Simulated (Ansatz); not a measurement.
ClFGeH$_{4}$SSi (`F[SiH](Cl)[S][GeH3]`). The species carries charge 0 and has multiplicity 1. The structure was optimised at the PBE0-D4/def2-TZVP level. It is one conformer, not always the lowest.

```xyz
9

F    -2.014   -1.069    0.567
Si   -1.404    0.383    0.782
Cl   -1.681    1.365   -0.989
S     0.613    0.295    1.339
Ge    1.510   -0.396   -0.600
H    -2.170    1.057    1.844
H     1.748    0.821   -1.499
H     2.832   -1.049   -0.184
H     0.566   -1.406   -1.260
```

Problem. What is the dipole moment at ωB97M-V/def2-TZVPP? (An estimate is asked.)

Solution. Computed: 1.32 D, with components (1.24, 0.06, -0.44) D in this frame, pointing from negative to positive charge.

Problem. And with PBE, r2SCAN, B3LYP? (Estimate.)

Solution. Ansatz gave: PBE 1.28 D, r2SCAN 1.30 D, B3LYP 1.29 D.

Problem. Give the Mulliken charges with ωB97M-V, PBE, r2SCAN in def2-TZVPP. (An estimate is asked.)

Solution. Computed: 
```
atom  ωB97M-V    PBE  r2SCAN
  F1    -0.29  -0.25   -0.30
 Si2     0.56   0.57    0.69
 Cl3    -0.19  -0.20   -0.23
  S4    -0.30  -0.30   -0.36
 Ge5     0.09   0.17    0.22
  H6    -0.01  -0.06   -0.07
  H7     0.04   0.02    0.01
  H8     0.04   0.02    0.01
  H9     0.06   0.03    0.03
```

B3LYP here is the variant with VWN-RPA as its local correlation; programs differ in this.
